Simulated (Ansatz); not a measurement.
Basis-set extrapolation for CH₆NPSi, SMILES `C1NP[SiH2]1` (PBE0-D4/def2-TZVP geometry, frozen core, the Gaussian-basis code of Ansatz). Multiplicity 1, RHF reference.

```json
{"": "HF", "def2-TZVPP": "-725.511242", "def2-QZVPP": "-725.534684"}
{"": "MP2 correlation", "def2-TZVPP": "-0.653589", "def2-QZVPP": "-0.700642"}
{"": "CCSD(T) correlation", "def2-TZVPP": "-0.731190", "def2-QZVPP": "not run"}
```

Energies in hartree. Use E(X) = E(∞) + A·exp(−7.88·√X) for Hartree–Fock and E(X) = E(∞) + B·X^(−2.97) for correlation, with X = 3 and 4, and add CCSD(T) minus MP2 of the smaller set to the MP2 limit.

Question: What is the CCSD(T) energy at the basis-set limit?

Answer: HF limit: -725.534684 + (-0.023442) × 0.13774 = -725.53791. MP2 limit: -0.700642 + (-0.047053) × 0.74074 = -0.73550. Higher-order term: -0.731190 − (-0.653589) = -0.07760. Total: -726.35101 hartree, 285.1 kJ/mol below CCSD(T)/def2-TZVPP.
